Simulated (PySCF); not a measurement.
**A PySCF run on CaF⁺**

State: ¹Σ⁺ (singlet), closed shell.

An equivalent input (the run itself took its basis sets from the Basis Set Exchange, started from a PBE0 density and held the occupation σ 8α 8β, πx 3α 3β, πy 3α 3β):

```python
from pyscf import gto, dft
mol = gto.M(atom='Ca 0 0 0; F 0 0 1.878', basis={'Ca': 'pcseg-1', 'F': 'pcseg-1'},
            charge=1, spin=0, verbose=4, symmetry='C2v')
mf = dft.UKS(mol, xc='PBE0')
mf.grids.atom_grid = (80, 434)
mf.grids.prune = dft.gen_grid.treutler_prune
mf.irrep_nelec = {'A1': (8, 8), 'B1': (3, 3), 'B2': (3, 3)}
mf.conv_tol = 1e-9
mf.max_cycle = 60
mf.diis_space = 10
mf.kernel()
```

The log (some set-up lines and the per-cycle HOMO/LUMO lines removed):

```
******** <class 'pyscf.dft.uks_symm.SymAdaptedUKS'> ********
method = SymAdaptedUKS
damping factor = 0
level_shift factor = 0
DIIS = <class 'pyscf.scf.diis.CDIIS'>
diis_start_cycle = 1
diis_space = 10
diis_damp = 0
SCF conv_tol = 1e-09
SCF conv_tol_grad = None
SCF max_cycles = 60
number electrons alpha = 14  beta = 14
Set gradient conv threshold to 3.16228e-05
init E= -776.898015654016
cycle= 1 E= -776.900819874115  delta_E= -0.0028  |g|= 0.0116  |ddm|= 0.0538
cycle= 2 E= -776.900742986622  delta_E= 7.69e-05  |g|= 0.0207  |ddm|= 0.0282
cycle= 3 E= -776.90091002366  delta_E= -0.000167  |g|= 0.0022  |ddm|= 0.0128
cycle= 4 E= -776.900912079575  delta_E= -2.06e-06  |g|= 0.000511  |ddm|= 0.00209
cycle= 5 E= -776.900912188182  delta_E= -1.09e-07  |g|= 4.66e-05  |ddm|= 0.00037
cycle= 6 E= -776.900912189973  delta_E= -1.79e-09  |g|= 1.1e-05  |ddm|= 0.000111
cycle= 7 E= -776.900912190044  delta_E= -7.06e-11  |g|= 1.08e-06  |ddm|= 1.82e-05
Extra cycle  E= -776.900912190043  delta_E= 5.68e-13  |g|= 1.67e-06  |ddm|= 2.75e-06
converged SCF energy = -776.900912190043  <S^2> = -1.4210855e-14  2S+1 = 1
```

Repeating this along the bond gives Re = 1.875 Å and ωe = 722 cm⁻¹.

A point of this curve took 0.55 CPU seconds beside 0.053 for the integrals (shared host).
